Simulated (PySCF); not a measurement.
Cd(Et)2 (C4H10Cd), SMILES [CH2](C)[Cd][CH2]C.

Coordinates come from a PBE0-D3(BJ)/def2-SVP optimisation. The isomer is the one that the SMILES or the coordinates give; other isomers of the formula were not compared. The def2 effective core potentials stand for the cores of Cd; spin–orbit coupling is left out. One conformer was computed; it need not be the lowest.

Method: PySCF with r2SCAN/def2-TZVP.

Gas-phase values at a fixed geometry.

```
Quantity                                                                                                        Result
---------------------------------------------------------------------------------------------  -----------------------
total energy                                                                                        -326.19168 hartree
point group                                                                                                         C2
highest occupied level                                                                                        -5.36 eV
lowest empty level                                                                                            -0.50 eV
orbital gap                                                                                                    4.86 eV
dipole moment                                                                                                   0.13 D
quadrupole, principal values (traceless, Buckingham form, about the centre of nuclear charge)    -6.24, 3.04, 3.20 D·Å
mean static polarisability                                                                       86.5 bohr³ (12.81 Å³)
polarisability, principal values                                                               69.3, 69.8, 120.2 bohr³
```
